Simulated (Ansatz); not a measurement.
`F[Si](F)(Br)Br` + `BO` → `BO[Si](F)(F)Br` + HBr at 400 K and 1 bar (ligand exchange at the Si–Br bond).

Gas-phase electronic energies from Ansatz, PBE0-D4/def2-TZVP geometries. CCSD(T)/CBS adds triple-zeta CCSD(T) − MP2 to the extrapolated MP2 energy (def2 sets, frozen cores). This one scheme is used for every species. For Br outer-core shells are correlated without core-valence functions, which leaves a few kJ/mol of doubt a bond. Scalar relativity is left out up to krypton. One conformer a species, not always the lowest.

```tsv
species	CCSD(T)/CBS energy (Eh)	H − E (kJ/mol)	S (J/(mol·K))
`F[Si](F)(Br)Br`	-5635.53679	51.1	373.2
`BO`	-101.80414	108.2	244.0
`BO[Si](F)(F)Br`	-3163.42790	123.8	408.8
HBr	-2573.91920	27.6	207.2
```

H − E and S are ideal-gas, rigid-rotor, harmonic terms from PBE0-D4/def2-TZVP, for one conformer and one mirror image of each species. 1 Eh = 2625.50 kJ/mol, R = 8.31446 J/(mol·K).

By hand: ΔE, ΔH, ΔS and ΔG.

ΔE = (-3163.42790) + (-2573.91920) − (-5635.53679) − (-101.80414) = -0.00617 Eh = -16.2 kJ/mol. Δ(H − E) = 123.8 + 27.6 − 51.1 − 108.2 = -7.9, so ΔH = -24.1 kJ/mol. ΔS = 408.8 + 207.2 − 373.2 − 244.0 = -1.2 J/(mol·K). ΔG = -24.1 − 400 × (-1.2)/1000 = -23.6 kJ/mol.

By hand: the equilibrium constant, and the temperature at which ΔG would vanish if ΔH and ΔS stayed fixed.

log₁₀ K = −ΔG/(RT ln 10) = 3.1. ΔG = 0 at ΔH/ΔS = 20083 K, far beyond where these terms or the molecules hold.

The number of gas molecules stays the same, so ΔS is small and ΔH decides. A doubt of 5 kJ/mol in ΔE shifts log₁₀ K by 0.7 here. Other conformers and mirror images would add mixing entropy, several J/(mol·K) or more a flexible species. Modes under 60 cm⁻¹, often nearly free rotors, make the harmonic entropy too high. These are equilibria of isolated gas molecules and say nothing of rates. Largest T1 diagnostic: 0.014 (customary marks: 0.02 for closed shells, 0.045 for open ones).
